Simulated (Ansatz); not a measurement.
Ansatz (a quantum-chemistry and plane-wave program) input:

Ansatz 0.2 input:
```yaml
crystal:
  periodic: [false, false, false]
  atoms:
    - {symbol: O, position_ang: [1.60434851, -0.44260220, 0.01455592]}
    - {symbol: Al, position_ang: [-0.01584630, -0.00515790, -0.00070916]}
    - {symbol: F, position_ang: [-1.15396683, -1.17959355, -0.09934271]}
    - {symbol: F, position_ang: [-0.50813096, 1.56042814, 0.07965295]}
    - {symbol: H, position_ang: [2.33009392, 0.18035892, 0.06997949]}
basis:
  gaussian:
    orbitals: def2-TZVPD
hamiltonian:
  xc: {name: SVWN5}
total_charge: 1
magnetization: {spin_polarized: true, initial_magnetization: 1}
```

Q: What final total energy does it print?

A: -514.98095 Eh (SVWN5/def2-TZVPD). The basis has 172 functions.

This state (charge 1, doublet) is run at the relaxed geometry of the species with charge 0 and multiplicity 1.
